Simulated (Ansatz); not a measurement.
Basis sets compared for the cluster Mg₃Al₃⁺. Charge 1, multiplicity 1. Geometry PBE0-D4/def2-SVP. Ansatz on 4 threads of Intel Xeon on a shared host; times are rough, and most runs start from earlier orbitals.

```xyz
6

Al    0.442    1.659    0.739
Al   -1.560    0.844   -0.653
Al    0.121   -1.263    0.578
Mg    0.896    0.979   -1.843
Mg    2.198   -0.239    2.009
Mg   -2.097   -1.979   -0.831
```

The restricted singlet is unstable towards broken spin symmetry in Hartree–Fock (as tested in another run); at PBE-D4/def2-SVP, PBE-D4/def2-TZVP, PBE0-D4/def2-SVP, PBE0-D4/def2-TZVP this wasn't settled. Another isomer (singlet) lies 0.16 eV lower at PBE0-D4/def2-TZVP; other spin states weren't run for this one.

| level | functions | energy (Eh) | HOMO (eV) | LUMO (eV) | wall time |
| --- | --- | --- | --- | --- | --- |
| PBE-D4/def2-SVP | 108 | -1326.1098 | -7.63 | -6.76 | 2.5 s |
| PBE0-D4/def2-SVP | 108 | -1326.2160 | -8.19 | -6.13 | 4.2 s |

(1) Estimate the rows for PBE-D4/def2-TZVP (with forces), PBE0-D4/def2-TZVP.

Results:

(1) 
| level | functions | energy (Eh) | HOMO (eV) | LUMO (eV) | wall time |
| --- | --- | --- | --- | --- | --- |
| PBE-D4/def2-TZVP (with forces) | 207 | -1326.5808 | -7.57 | -6.72 | 6.5 s |
| PBE0-D4/def2-TZVP | 207 | -1326.6834 | -8.15 | -6.08 | 9.5 s |
